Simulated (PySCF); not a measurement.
## How methods differ on the excitation energy of Tc

Tc [Kr] 4d5 5s2 (6S) → Tc [Kr] 4d7 (4F), as a difference of total energies. All numbers are calculated (PySCF 2.14, scalar relativity by spin-free X2C-1e, in x2c-TZVPPall). Correlated levels: valence: [Kr] frozen; valence and next inner shell: [Ar] 3d10 frozen. The calculations carry no spin-orbit coupling.

```csv
method,excitation energy (eV)
UHF,3.590
LDA,1.728
PBE,1.569
PBE0,1.831
r2SCAN,1.947
BHandHLYP,2.112
B97-3,1.772
B2PLYP,2.009
r2SCAN0,2.155
MP2 (valence),2.348
SCS-MP2 (valence),1.863
MP2 (valence and next inner shell),2.446
SCS-MP2 (valence and next inner shell),2.250
```

Problem. How much does correlation contribute at MP2 (valence and next inner shell)?

Solution. 2.446 − (3.590) = -1.144 eV, measured against UHF.

A first-order spin-orbit estimate (lowest level to lowest level, LS coupling) adds -0.130 eV.
